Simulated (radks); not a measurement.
Values are calculated unless marked as measured or tabulated.
Valence configurations of Pm (all share [Xe]). Code: a radial shooting solver on a logarithmic mesh with Libxc functionals. Model: Dirac Kohn-Sham, PBE, spin-unpolarised, spherical densities, finite nucleus; open shells fill j = l - 1/2 first; Fermi nuclear charge, rms radius 4.962 fm. Energies are relative to 4f5 6s2; eigenvalues in eV.

valence,E (eV),e(4f5/2),e(5d3/2),e(6p1/2),e(6s1/2)
4f5 6s2,0.000,-2.244,-,-,-3.537
4f4.5 6s2 6p0.5,1.283,-6.192,-,-1.846,-4.344
4f5.5 6s1 6p0.5,2.199,-0.342,-,-1.431,-3.461
4f5 6s1 6p1,2.243,-3.340,-,-1.852,-4.144
4f4.5 5d1 6s1 6p0.5,2.484,-4.528,-2.387,-1.539,-3.789
4f4.5 6s1.5 6p1,2.544,-6.734,-,-2.079,-4.626
4f5 6p2,4.580,-4.357,-,-2.278,-
4f3 5d2 6s2,9.567,-13.821,-3.964,-,-4.158

NIST lists [Xe] 4f5 6s2 as the ground configuration; this level of theory agrees among the configurations tried. The energies are those of spherical spin-averaged densities, not of single terms. No valid solution was reached for [Xe] 4f6 6s1; [Xe] 4f5.5 6s1.5.
